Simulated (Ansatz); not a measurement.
All values below come from B3LYP-D3(BJ)/def2-TZVP (Ansatz, a first-principles code). No frequencies were computed at this level.

Ansatz 0.2 input:
```yaml
crystal:
  periodic: [false, false, false]
  atoms:
    - { symbol: C, position_ang: [1.487161, -0.607152, -0.947049] }
    - { symbol: C, position_ang: [0.579163, -0.384074, -0.199855] }
    - { symbol: C, position_ang: [-0.549351, -0.028097, 0.646066] }
    - { symbol: O, position_ang: [-1.503023, 0.778595, -0.01375] }
    - { symbol: H, position_ang: [2.29298, -0.836948, -1.57848] }
    - { symbol: H, position_ang: [-1.082833, -0.934676, 0.9492] }
    - { symbol: H, position_ang: [-0.170006, 0.47715, 1.550243] }
    - { symbol: H, position_ang: [-1.05409, 1.5352, -0.406374] }
basis:
  gaussian: { orbitals: def2-tzvp }
hamiltonian:
  xc: b3lyp
  dispersion: d3bj
relax:
  max_steps: 150
```

Output:

```
Functional definition: B3LYP
867 factors; their error is unknown
mean field evaluation 1: about -5215.4554 eV, gradient 6.1e1 eV
mean field evaluation 2: about -5211.5176 eV, gradient 7.6e1 eV
mean field evaluation 4: about -5223.0391 eV, gradient 5.0e0 eV
mean field evaluation 8: about -5223.0901 eV, gradient 5.0e-1 eV
mean field evaluation 16: about -5223.0904 eV, gradient 2.7e-5 eV
mean field -5223.09036252 eV, -191.9450304849 hartree, gradient 2.7e-5 eV, S^2 0.000000; 0 other end points of the search recorded, 0 dependent functions left out
reference -5223.09059891 eV, -191.9450391720 hartree; 15, 15 occupied and 133, 133 virtual orbitals, 867 factors
relax step   1: F+E_penalty+E_count = -5223.29254412 eV  Δ(F+E_penalty+E_count) = +0.000e0 eV  max|allowed force component| = 4.081e-1 eV/Å  Δτ_max = 0.0000 Å  (28 SCF iters, accepted)
these checks for a lower state are left out or cut short: starts, cluster_reference, orbital_swaps, neighbouring_geometries, increment
867 factors; their error is unknown
mean field -5223.10016789 eV, -191.9453908253 hartree, gradient 1.7e-5 eV, S^2 0.000000; 0 other end points of the search recorded, 0 dependent functions left out
reference -5223.10040440 eV, -191.9453995172 hartree; 15, 15 occupied and 133, 133 virtual orbitals, 867 factors
relax step   2: F+E_penalty+E_count = -5223.30179206 eV  Δ(F+E_penalty+E_count) = -9.248e-3 eV  max|allowed force component| = 1.719e-1 eV/Å  Δτ_max = 0.0174 Å  (34 SCF iters, accepted)
these checks for a lower state are left out or cut short: starts, cluster_reference, orbital_swaps, neighbouring_geometries, increment
867 factors; their error is unknown
mean field -5223.10157742 eV, -191.9454426247 hartree, gradient 1.7e-5 eV, S^2 0.000000; 0 other end points of the search recorded, 0 dependent functions left out
reference -5223.10181384 eV, -191.9454513130 hartree; 15, 15 occupied and 133, 133 virtual orbitals, 867 factors
relax step   3: F+E_penalty+E_count = -5223.30307468 eV  Δ(F+E_penalty+E_count) = -1.283e-3 eV  max|allowed force component| = 7.523e-2 eV/Å  Δτ_max = 0.0060 Å  (34 SCF iters, accepted)
these checks for a lower state are left out or cut short: starts, cluster_reference, orbital_swaps, neighbouring_geometries, increment
867 factors; their error is unknown
mean field evaluation 32: about -5223.1061 eV, gradient 1.0e0 eV
mean field -5223.10226004 eV, -191.9454677106 hartree, gradient 1.7e-5 eV, S^2 0.000000; 0 other end points of the search recorded, 0 dependent functions left out
reference -5223.10249634 eV, -191.9454763946 hartree; 15, 15 occupied and 133, 133 virtual orbitals, 867 factors
relax step   4: F+E_penalty+E_count = -5223.30371150 eV  Δ(F+E_penalty+E_count) = -6.368e-4 eV  max|allowed force component| = 4.745e-2 eV/Å  Δτ_max = 0.0057 Å  (34 SCF iters, accepted)
these checks for a lower state are left out or cut short: starts, cluster_reference, orbital_swaps, neighbouring_geometries, increment
867 factors; their error is unknown
mean field -5223.10311602 eV, -191.9454991672 hartree, gradient 1.6e-5 eV, S^2 0.000000; 0 other end points of the search recorded, 0 dependent functions left out
reference -5223.10335237 eV, -191.9455078529 hartree; 15, 15 occupied and 133, 133 virtual orbitals, 867 factors
relax step   5: F+E_penalty+E_count = -5223.30447330 eV  Δ(F+E_penalty+E_count) = -7.618e-4 eV  max|allowed force component| = 2.415e-2 eV/Å  Δτ_max = 0.0123 Å  (32 SCF iters, accepted)
these checks for a lower state are left out or cut short: starts, cluster_reference, orbital_swaps, neighbouring_geometries, increment
867 factors; their error is unknown
mean field -5223.10306297 eV, -191.9454972179 hartree, gradient 1.6e-5 eV, S^2 0.000000; 0 other end points of the search recorded, 0 dependent functions left out
reference -5223.10329927 eV, -191.9455059014 hartree; 15, 15 occupied and 133, 133 virtual orbitals, 867 factors
relax step   6: F+E_penalty+E_count = -5223.30443769 eV  Δ(F+E_penalty+E_count) = +3.560e-5 eV  max|allowed force component| = 4.763e-2 eV/Å  Δτ_max = 0.0018 Å  (34 SCF iters, rejected (line search))
these checks for a lower state are left out or cut short: starts, cluster_reference, orbital_swaps, neighbouring_geometries, increment
867 factors; their error is unknown
mean field -5223.10312862 eV, -191.9454996302 hartree, gradient 1.6e-5 eV, S^2 0.000000; 0 other end points of the search recorded, 0 dependent functions left out
reference -5223.10336492 eV, -191.9455083140 hartree; 15, 15 occupied and 133, 133 virtual orbitals, 867 factors
relax step   7: F+E_penalty+E_count = -5223.30449398 eV  Δ(F+E_penalty+E_count) = -2.068e-5 eV  max|allowed force component| = 8.106e-3 eV/Å  Δτ_max = 0.0007 Å  (34 SCF iters, accepted)
867 factors; their error is unknown
mean field evaluation 64: about -5223.1031 eV, gradient 7.8e-3 eV
mean field -5223.10312862 eV, -191.9454996302 hartree, gradient 1.6e-5 eV, S^2 0.000000; 1 other end points of the search recorded, 0 dependent functions left out
reference -5223.10336492 eV, -191.9455083140 hartree; 15, 15 occupied and 133, 133 virtual orbitals, 867 factors
Total energy: -5223.30473028 eV, -191.9529083547 hartree
Atom 0 at     1.500434    -0.618902    -0.941355 Å, force    -0.008106     0.002799     0.006520 eV/Å
Atom 1 at     0.572939    -0.370667    -0.221646 Å, force     0.004676    -0.001292    -0.005839 eV/Å
Atom 2 at    -0.550979    -0.022561     0.644140 Å, force     0.000374    -0.001502     0.001909 eV/Å
Atom 3 at    -1.524368     0.793284     0.002524 Å, force     0.002553     0.000085    -0.000056 eV/Å
Atom 4 at     2.316956    -0.850747    -1.580138 Å, force     0.002770    -0.001138    -0.002001 eV/Å
Atom 5 at    -1.076013    -0.927807     0.953396 Å, force     0.000292     0.000529     0.000367 eV/Å
Atom 6 at    -0.168096     0.459798     1.552081 Å, force    -0.001425    -0.000136    -0.000453 eV/Å
Atom 7 at    -1.070872     1.537600    -0.409001 Å, force    -0.001134     0.000655    -0.000447 eV/Å
Dipole moment:     0.276825     0.085370     0.038210 e Å
```

Cost: around 24 core-seconds (rough).
